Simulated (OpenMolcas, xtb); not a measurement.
# A ladder of methods for InNH3Cl (SMILES [NH2][InH][Cl])

The species is InNH3Cl (6 atoms), meant as a singlet with charge 0. SMILES: `[NH2][InH][Cl]`. The coordinates come from a PBE0-D4/def2-TZVP relaxation.

Each level gives the electronic atomisation energy (eV). The values are calculated. Electronic energies at fixed atoms, without zero-point motion or spin-orbit coupling.

```
                           level            kind     program  value (eV)  CPU time (all runs)
                        GFN1-xTB  semi-empirical         xtb       26.51            under 2 s
   HF/def2-SVPD (core potential)    Hartree–Fock  OpenMolcas       11.17                 28 s
SVWN5/def2-SVPD (core potential)             LDA  OpenMolcas       19.32                 48 s
 BLYP/def2-SVPD (core potential)             GGA  OpenMolcas       16.33                 57 s
  PBE/def2-SVPD (core potential)             GGA  OpenMolcas       16.82                 57 s
M06-L/def2-SVPD (core potential)        meta-GGA  OpenMolcas       16.71              1.9 min
 PBE0/def2-SVPD (core potential)   global hybrid  OpenMolcas       16.49                 82 s
```

The values span 11.17 to 26.51 eV. The xTB rows lack spin polarisation, so open shells miss the exchange term that lowers them. Times are those of the runs behind each value, whatever else they computed, on shared processors of several kinds: orders of magnitude only.
